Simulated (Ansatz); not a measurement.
System: H$_{2}$BSO, charge 0, doublet. H2BSO (SMILES S[B]O, doublet).
B3LYP-D3(BJ)/def2-TZVP minimum from Ansatz (a quantum-chemistry and plane-wave program):
```
B
O 1 1.3426
H 2 0.9622 1 114.93
S 1 1.8027 2 122.07 3 -180.00
H 4 1.3417 1 95.69 2 180.00
```
Charge 0, spin multiplicity 2.

Property: atomisation energy (electronic, to ground-state atoms), in kJ/mol. Open shells are spin-unrestricted; no spin-orbit coupling. CBS(X,Y): correlation extrapolated as X^-3, Hartree-Fock from the larger set. A bracket is a step between two methods taken in the basis named. The functionals are non-relativistic, so their misses hold any scalar relativity. '+ core + X2C': CCSD(T) terms for core correlation (cc-pwCVTZ, 1s frozen past Ne) and scalar relativity (cc-pVTZ-DK). For partners of very few electrons the exact lower level stands in for a higher one.

CCSD(T)/CBS(cc-pV(T+d)Z,cc-pV(Q+d)Z) + [CCSDT(Q) - CCSD(T)]/cc-pV(D+d)Z + core + X2C (Ansatz) gives 1734.5 kJ/mol.

Problem. How far off this value is PBE/def2-TZVPD (Ansatz), in which direction, and which of these levels come nearer: r2SCAN/def2-TZVPD, B3LYP/def2-TZVPD, PBE0/def2-TZVPD, wB97M-V/def2-TZVPD, CCSD(T)/CBS(cc-pV(T+d)Z,cc-pV(Q+d)Z) + core + X2C?

Solution. PBE gives 1786.5 kJ/mol, 52.0 kJ/mol above it. Differences of the others: r2SCAN/def2-TZVPD (Ansatz) 31.0; B3LYP/def2-TZVPD (Ansatz) -15.7; PBE0/def2-TZVPD (Ansatz) 3.8; wB97M-V/def2-TZVPD (Ansatz) 3.5; CCSD(T)/CBS(cc-pV(T+d)Z,cc-pV(Q+d)Z) + core + X2C (Ansatz) -2.8 kJ/mol. Nearer than PBE: r2SCAN/def2-TZVPD, B3LYP/def2-TZVPD, PBE0/def2-TZVPD, wB97M-V/def2-TZVPD, CCSD(T)/CBS(cc-pV(T+d)Z,cc-pV(Q+d)Z) + core + X2C.
